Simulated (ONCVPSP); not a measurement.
**caesium: one change to an ONCV potential, before and after**

- Element: Cs (Z = 55)
- Generator: ONCVPSP 4.0.1
- Type: optimised norm-conserving Vanderbilt (ONCV)
- Functional: PBE
- Relativity: scalar-relativistic
- Frozen core: [Kr] 4d10
- Valence charge: 9
- Reference configuration: 5s2 5p6 6s0.5 6p0.5
- Partial waves: 5s+6s: rc 3.30 bohr, ncon 3, nbas 6, qcut 3.4 1/bohr, 2 projectors; 5p+6p: rc 3.30 bohr, ncon 3, nbas 7, qcut 3.4 1/bohr, 2 projectors; d scattering state at 0.09 Ha: rc 3.65 bohr, ncon 4, nbas 8, qcut 2.9 1/bohr, 3 projectors, debl 2.4 Ha
- Local potential: polynomial inside 3.25 bohr (lpopt 5, dvloc0 6 Ha)
- Core correction: Teter function fitted to the true core (icmod 2), fcfact 0.65

In the d channel the program set the typed energies aside and used 0.050, 2.450, 4.850 Ha.

All-electron outer shells of the reference configuration (PBE, scalar-relativistic, ld1.x):

```json
{"shell": "4d", "level (eV)": "-74.90", "outermost node (bohr)": "0.33", "outermost maximum (bohr)": "0.72"}
{"shell": "5s", "level (eV)": "-27.38", "outermost node (bohr)": "0.82", "outermost maximum (bohr)": "1.54"}
{"shell": "5p", "level (eV)": "-14.15", "outermost node (bohr)": "0.89", "outermost maximum (bohr)": "1.79"}
{"shell": "6s", "level (eV)": "-2.41", "outermost node (bohr)": "2.10", "outermost maximum (bohr)": "4.68"}
{"shell": "6p", "level (eV)": "-1.04", "outermost node (bohr)": "2.60", "outermost maximum (bohr)": "6.81"}
```

Change: reference 5s2 5p6 6s1; wave 5p+6p: rc 3.30 bohr, ncon 3, nbas 7, qcut 3.4 1/bohr, 2 projectors becomes 5p: rc 3.30 bohr, ncon 3, nbas 7, qcut 3.4 1/bohr, 2 projectors, debl 1.9 Ha.

Cutoffs: the cutoffs (Ha) at which the residual kinetic energy of the hardest occupied pseudo-wave falls to 1 and 0.1 mHa per electron; they do not see the model core or the augmentation charge, which bear on the density cutoff. Errors are all-electron minus pseudo energies relative to the spin-unpolarised reference configuration.

Question: What does the change do?

Answer: The potential gets neither clearly harder nor softer (3.8 Ha and 4.7 Ha → 3.8 Ha and 4.7 Ha); the range in which the p phases agree narrows (upper end 2.3 → 0.3); neither file shows a bound ghost.

```tsv
quantity	base	changed
cutoff, loose	3.8 Ha	3.8 Ha
cutoff, tight	4.7 Ha	4.7 Ha
loose cutoff by channel	s 2.2 Ha, p 3.8 Ha	s 2.2 Ha, p 3.8 Ha
bound ghosts	none	none
GHOST(+) flags under 300 eV	none	none
largest error over its own tests, meV	-0.3	-316
s: phases at 3.36 bohr within 0.05 rad from the reference energy up to (Ha; the scan ends near 5)	1.8	1.9
p: phases at 3.36 bohr within 0.05 rad from the reference energy up to (Ha; the scan ends near 5)	2.3	0.3
d: phases at 3.70 bohr within 0.05 rad from the reference energy up to (Ha; the scan ends near 5)	to the end of the scan	to the end of the scan
rms error of d²Exc/dni dnj with the model core, mHa	1.48	1.97
```

Base: The cutoffs count occupied waves only; projector 2 of the d channel, the hardest unoccupied one, needs 13 Ha at the loose tolerance. Changed file: The cutoffs count occupied waves only; projector 2 of the d channel, the hardest unoccupied one, needs 13 Ha at the loose tolerance.
